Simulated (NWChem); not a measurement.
All runs are NWChem calculations. System: chlorotrifluoromethane (CClF₃), charge 0, spin multiplicity 1, at a geometry optimised with PBE0/def2-SVP. Level: constrained PBE0/def2-SVP.

The NWChem input:

```
start mol
memory heap 200 mb stack 900 mb global 1100 mb
geometry units angstroms nocenter noautoz noautosym
  F      0.561756    -0.847807     1.072132
  C     -0.024411    -0.352467     0.000000
  F      0.561756    -0.847807    -1.072132
  F     -1.290792    -0.719492     0.000000
  Cl     0.097175     1.402986     0.000000
end
basis spherical
  * library def2-svp
end
dft
  xc pbe0
  semidirect memsize 60000000 filesize 0
  iterations 100
  convergence nolevelshifting
  cdft 2 2 charge 0.0 pop becke
end
task dft energy
```

Output (cleaned and shortened):

```
             Northwest Computational Chemistry Package (NWChem) 7.3.0
             --------------------------------------------------------

                                NWChem Input Module
                                -------------------

 Scaling coordinates for geometry "geometry" by  1.889725989
 (inverse scale =  0.529177249)

                             Geometry "geometry" -> ""
                             -------------------------

 Output coordinates in angstroms (scale by  1.889725989 to convert to a.u.)

  No.       Tag          Charge          X              Y              Z
 ---- ---------------- ---------- -------------- -------------- --------------
    1 F                    9.0000     0.56175600    -0.84780700     1.07213200
    2 C                    6.0000    -0.02441100    -0.35246700     0.00000000
    3 F                    9.0000     0.56175600    -0.84780700    -1.07213200
    4 F                    9.0000    -1.29079200    -0.71949200     0.00000000
    5 Cl                  17.0000     0.09717500     1.40298600     0.00000000

 Effective nuclear repulsion energy (a.u.)     251.4394348475

            Nuclear Dipole moment (a.u.)
            ----------------------------
        X                 Y               Z
 ---------------- ---------------- ----------------
    -0.0000207870     0.0000113384     0.0000000000


 Summary of "ao basis" -> "" (spherical)
 ------------------------------------------------------------------------------
       Tag                 Description            Shells   Functions and Types
 ---------------- ------------------------------  ------  ---------------------
 *                          def2-svp                  on all atoms

                                 NWChem DFT Module
                                 -----------------

 Summary of "ao basis" -> "ao basis" (spherical)
 ------------------------------------------------------------------------------
       Tag                 Description            Shells   Functions and Types
 ---------------- ------------------------------  ------  ---------------------
 F                          def2-svp                 6       14   3s2p1d
 C                          def2-svp                 6       14   3s2p1d
 Cl                         def2-svp                 8       18   4s3p1d

 Summary of "ao basis" -> "ao basis" (spherical)
 ------------------------------------------------------------------------------
       Tag                 Description            Shells   Functions and Types
 ---------------- ------------------------------  ------  ---------------------
 F                          def2-svp                 6       14   3s2p1d
 C                          def2-svp                 6       14   3s2p1d
 Cl                         def2-svp                 8       18   4s3p1d

            General Information
            -------------------
          SCF calculation type: DFT
          Wavefunction type:  closed shell.
          No. of atoms     :     5
          No. of electrons :    50
           Alpha electrons :    25
            Beta electrons :    25
          Charge           :     0
          Spin multiplicity:     1
          Use of symmetry is: off; symmetry adaption is: off
          Maximum number of iterations: 100
          AO basis - number of functions:    74
                     number of shells:    32
          Convergence on energy requested:  1.00D-06
          Convergence on density requested:  1.00D-05
          Convergence on gradient requested:  5.00D-04
[...]
 Numeric. integr. density =       50.000000803876

     Total iterative time =      1.6s

                       DFT Final Molecular Orbital Analysis
                       ------------------------------------

 Vector   23  Occ=2.000000D+00  E=-4.570369D-01
              MO Center= -5.6D-02, -8.0D-01, -1.9D-08, r^2= 2.0D+00
   Bfn.  Coefficient  Atom+Function         Bfn.  Coefficient  Atom+Function
  ----- ------------  ---------------      ----- ------------  ---------------
    48      0.413620  4 F  pz                 4      0.357342  1 F  px
    32     -0.357342  3 F  px                51     -0.272472  4 F  pz
     7     -0.235400  1 F  px                35      0.235400  3 F  px
     6     -0.206802  1 F  pz                34     -0.206802  3 F  pz
     9      0.136231  1 F  pz                37      0.136231  3 F  pz

 Vector   24  Occ=2.000000D+00  E=-3.778583D-01
              MO Center=  1.2D-01,  1.2D+00,  5.0D-05, r^2= 1.6D+00
   Bfn.  Coefficient  Atom+Function         Bfn.  Coefficient  Atom+Function
  ----- ------------  ---------------      ----- ------------  ---------------
    69      0.607844  5 Cl pz                66      0.471388  5 Cl pz
    63      0.270302  5 Cl pz                 5      0.160508  1 F  py
    33     -0.160394  3 F  py                 8     -0.111515  1 F  py
    36      0.111438  3 F  py                23      0.080707  2 C  pz
    48      0.068467  4 F  pz                51     -0.058512  4 F  pz

 Vector   25  Occ=2.000000D+00  E=-3.778579D-01
              MO Center=  4.2D-02,  1.2D+00, -5.0D-05, r^2= 1.6D+00
   Bfn.  Coefficient  Atom+Function         Bfn.  Coefficient  Atom+Function
  ----- ------------  ---------------      ----- ------------  ---------------
    67      0.606392  5 Cl px                64      0.470262  5 Cl px
    61      0.269656  5 Cl px                47     -0.183619  4 F  py
    50      0.126412  4 F  py                 5      0.087801  1 F  py
    33      0.088008  3 F  py                21      0.080511  2 C  px
     8     -0.060246  1 F  py                36     -0.060389  3 F  py

 Vector   26  Occ=0.000000D+00  E=-2.175084D-02
              MO Center=  5.3D-02,  7.7D-01,  8.3D-09, r^2= 1.8D+00
   Bfn.  Coefficient  Atom+Function         Bfn.  Coefficient  Atom+Function
  ----- ------------  ---------------      ----- ------------  ---------------
    68      0.844444  5 Cl py                19      0.608640  2 C  py
    60     -0.523375  5 Cl s                 17      0.517414  2 C  s
    16      0.501586  2 C  s                 22      0.456864  2 C  py
    65      0.334666  5 Cl py                62      0.199983  5 Cl py
    59     -0.190517  5 Cl s                 58      0.156732  5 Cl s

 Vector   27  Occ=0.000000D+00  E= 9.506834D-02
              MO Center= -1.5D-02, -1.9D-01,  4.9D-07, r^2= 1.9D+00
   Bfn.  Coefficient  Atom+Function         Bfn.  Coefficient  Atom+Function
  ----- ------------  ---------------      ----- ------------  ---------------
    21      1.014685  2 C  px                18      0.676419  2 C  px
    45      0.627287  4 F  s                 49      0.315862  4 F  px
     3     -0.313706  1 F  s                 31     -0.313589  3 F  s
    67     -0.302987  5 Cl px                46     -0.264533  4 F  px
     9      0.242058  1 F  pz                37     -0.242023  3 F  pz

 Vector   28  Occ=0.000000D+00  E= 9.507065D-02
              MO Center= -1.1D-02, -1.9D-01, -4.9D-07, r^2= 1.9D+00
   Bfn.  Coefficient  Atom+Function         Bfn.  Coefficient  Atom+Function
  ----- ------------  ---------------      ----- ------------  ---------------
    23      1.017117  2 C  pz                20      0.678040  2 C  pz
     3     -0.543216  1 F  s                 31      0.543284  3 F  s
    69     -0.303712  5 Cl pz                51     -0.256508  4 F  pz
     7      0.229244  1 F  px                35     -0.229217  3 F  px
    48      0.206545  4 F  pz                 8     -0.193302  1 F  py

     ---------------------------------------------
      Total Density - Mulliken Population Analysis
     ---------------------------------------------

    Atom       Charge   Shell Charges
 -----------   ------   -------------------------------------------------------
    1 F    9     8.97   1.99  1.15  0.74  3.28  1.81  0.01
    2 C    6     6.24   1.99  1.07  0.08  2.23  0.62  0.24
    3 F    9     8.97   1.99  1.15  0.74  3.28  1.81  0.01
    4 F    9     8.97   1.99  1.15  0.74  3.28  1.81  0.01
    5 Cl  17    16.85   2.00  1.99  1.27  0.67  5.93  2.08  2.88  0.04

     -------------------------------------------
      Total Density - Lowdin Population Analysis
     -------------------------------------------

    Atom       Charge   Shell Charges
 -----------   ------   -------------------------------------------------------
    1 F    9     8.94   1.98  1.03  0.73  3.15  2.04  0.02
    2 C    6     6.44   1.96  0.69  0.33  1.97  1.05  0.45
    3 F    9     8.94   1.98  1.03  0.73  3.15  2.04  0.02
    4 F    9     8.94   1.98  1.03  0.73  3.15  2.04  0.02
    5 Cl  17    16.74   2.00  1.96  1.05  0.78  5.82  2.19  2.91  0.05

 center of mass
 --------------
 x =  -0.00132484 y =  -0.01912095 z =   0.00000000

 moments of inertia (a.u.)
 ------------------
         539.709014044762         -15.775904352139           0.000000000000
         -15.775904352139         313.032680948166           0.000000000000
           0.000000000000           0.000000000000         540.801594756940

     Multipole analysis of the density
     ---------------------------------

     L   x y z        total         alpha         beta         nuclear
     -   - - -        -----         -----         ----         -------
     0   0 0 0     -0.000000    -25.000000    -25.000000     50.000000

     1   1 0 0      0.021011      0.010516      0.010516     -0.000021
     1   0 1 0      0.303251      0.151620      0.151620      0.000011
     1   0 0 1      0.000000      0.000000      0.000000      0.000000

     2   2 0 0    -23.512739    -48.966250    -48.966250     74.419760
     2   1 1 0      0.138369     -3.778746     -3.778746      7.695861
     2   1 0 1      0.000000      0.000000      0.000000      0.000000
     2   0 2 0    -21.524423   -103.261138   -103.261138    184.997853
     2   0 1 1     -0.000000     -0.000000     -0.000000      0.000000
     2   0 0 2    -23.522308    -48.704540    -48.704540     73.886772

 Task  times  cpu:        1.8s     wall:        1.8s

 Total times  cpu:        1.8s     wall:        1.8s
```
